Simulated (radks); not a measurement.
Task: Successive ionisation energies (eV) of one element, from differences of total energies of ions in their ground configurations, starting at charge 22: 655.37, 701.89, 749.48, 798.10, 847.72, 898.31, 949.84, 1203.2, 1253.1, 1303.4, 1354.0, 1405.0, 1470.9, 1523.9, 1577.3, 1631.1, 1685.1, 1893.5, 1945.4, 1996.4, 2065.1, 2118.3. Calculated with a radial shooting solver on a logarithmic mesh with Libxc functionals: non-relativistic Kohn-Sham, TPSS, spin-polarised, spherical densities, point nucleus; open shells are filled with parallel spins first (spin-orbit coupling, left out, can overturn this in heavy ions); meta-GGA in the generalised Kohn-Sham scheme; relativity is left out, which matters for an element this heavy. Which element is it?

Result: Rhenium (Z = 75). The first species listed is Re22+ in [Kr] 4d10 4f7, the last Re43+ in [Ar] 3d10 4s2 4p2.
